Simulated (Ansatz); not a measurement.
Relaxation of GaH4NO (7 atoms, charge 0, multiplicity 1), to a largest force component of 0.02 eV/Å in at most 40 steps.

Level of theory: RHF/def2-SVP in Ansatz 0.2.0.

```xyz
7
Properties=species:S:1:pos:R:3
Ga 0.000 0.000 0.000
N 0.000 0.000 1.930
H -0.877 -0.271 2.460
H 0.877 0.271 2.460
O 1.550 0.000 -0.895
H 1.850 -0.952 -1.050
H -1.360 0.000 -0.785
```

Where does it end, and by what steps?

The forces met the threshold. After 9 steps the energy has fallen by 0.695 eV; H6 moved furthest, 0.66 Å.

```csv
step,energy less start (eV),largest force component (eV/Å),accepted
0,0.0000,3.135,yes
1,-0.4699,1.413,yes
2,-0.5357,0.793,yes
3,-0.5452,0.547,yes
4,-0.5819,0.287,yes
5,-0.6274,0.458,yes
6,-0.6644,0.476,yes
7,-0.6544,0.488,no
8,-0.6941,0.043,yes
9,-0.6948,0.005,yes
```

```xyz
7
Properties=species:S:1:pos:R:3
Ga 0.008 -0.168 0.114
N -0.035 0.032 1.909
H -0.865 0.151 2.454
H 0.786 0.036 2.482
O 1.644 -0.352 -0.558
H 1.765 -0.469 -1.486
H -1.263 -0.181 -0.795
```

The run took 16 s on 1 thread of Arm Neoverse V2, with other jobs on the host, peak memory 0.14 GiB.
